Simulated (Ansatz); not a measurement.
Relaxation of Cl3FGe2H4 (10 atoms, charge 0, multiplicity 1), to a largest force component of 0.03 eV/Å in at most 50 steps.

The calculation used RKS PBE/def2-SVP (Ansatz 0.2.0).

```xyz
10
Properties=species:S:1:pos:R:3:forces:R:3
Ge 0.111 -0.003 -0.145 0.13 0.07 -1.41
F 0.214 -0.161 1.571 -0.03 -0.10 1.33
Cl 2.207 0.060 -0.741 -0.03 0.04 0.01
Ge -1.089 1.998 -0.901 0.01 0.01 0.03
H -2.493 1.572 -1.370 -0.01 0.00 -0.02
H -1.148 2.982 0.289 0.01 -0.01 0.00
H -0.265 2.606 -2.063 0.02 -0.03 0.00
Cl -0.665 -1.898 -0.861 -0.02 0.01 0.00
Cl -2.881 0.178 1.516 0.60 -0.16 0.64
H -1.786 -0.045 2.252 -0.66 0.15 -0.58
```

Question: Where does it end, and by what steps?

Answer: It converged. The force dipped under the threshold on the way, but the program's further checks kept it going. After 20 steps the energy has fallen by 0.134 eV; Cl9 moved furthest, 0.96 Å.

```json
{"step": "0", "energy less start (eV)": "0.0000", "largest force component (eV/Å)": "1.409", "accepted": "yes"}
{"step": "1", "energy less start (eV)": "-0.0583", "largest force component (eV/Å)": "0.924", "accepted": "yes"}
{"step": "2", "energy less start (eV)": "0.0794", "largest force component (eV/Å)": "3.266", "accepted": "no"}
{"step": "3", "energy less start (eV)": "-0.1014", "largest force component (eV/Å)": "0.106", "accepted": "yes"}
{"step": "4", "energy less start (eV)": "-0.1093", "largest force component (eV/Å)": "0.184", "accepted": "yes"}
{"step": "5", "energy less start (eV)": "-0.1217", "largest force component (eV/Å)": "0.052", "accepted": "yes"}
{"step": "6", "energy less start (eV)": "-0.1257", "largest force component (eV/Å)": "0.087", "accepted": "yes"}
{"step": "7", "energy less start (eV)": "-0.1276", "largest force component (eV/Å)": "0.169", "accepted": "yes"}
{"step": "8", "energy less start (eV)": "-0.1293", "largest force component (eV/Å)": "0.112", "accepted": "yes"}
{"step": "9", "energy less start (eV)": "-0.1309", "largest force component (eV/Å)": "0.020", "accepted": "yes"}
{"step": "10", "energy less start (eV)": "-0.1320", "largest force component (eV/Å)": "0.034", "accepted": "yes"}
{"step": "11", "energy less start (eV)": "-0.1319", "largest force component (eV/Å)": "0.168", "accepted": "no"}
{"step": "12", "energy less start (eV)": "-0.1326", "largest force component (eV/Å)": "0.020", "accepted": "yes"}
{"step": "13", "energy less start (eV)": "-0.1329", "largest force component (eV/Å)": "0.107", "accepted": "yes"}
{"step": "14", "energy less start (eV)": "-0.1333", "largest force component (eV/Å)": "0.040", "accepted": "yes"}
{"step": "15", "energy less start (eV)": "-0.1335", "largest force component (eV/Å)": "0.034", "accepted": "yes"}
{"step": "16", "energy less start (eV)": "-0.1337", "largest force component (eV/Å)": "0.022", "accepted": "yes"}
{"step": "17", "energy less start (eV)": "-0.1339", "largest force component (eV/Å)": "0.032", "accepted": "yes"}
{"step": "18", "energy less start (eV)": "-0.1341", "largest force component (eV/Å)": "0.073", "accepted": "yes"}
{"step": "19", "energy less start (eV)": "-0.1342", "largest force component (eV/Å)": "0.053", "accepted": "yes"}
{"step": "20", "energy less start (eV)": "-0.1344", "largest force component (eV/Å)": "0.008", "accepted": "yes"}
```

```xyz
10
Properties=species:S:1:pos:R:3
Ge 0.155 -0.083 -0.274
F -0.277 -0.681 1.353
Cl 2.281 0.308 -0.127
Ge -1.147 1.886 -0.924
H -2.610 1.448 -1.121
H -0.966 2.951 0.175
H -0.501 2.335 -2.258
Cl -0.152 -1.799 -1.561
Cl -2.821 0.841 2.208
H -1.757 0.084 2.076
```

Whether the end is a true minimum wasn't checked by a vibrational analysis.

The run took 43 s on 4 threads of Arm Neoverse V1, on a shared host, peak memory 0.26 GiB.
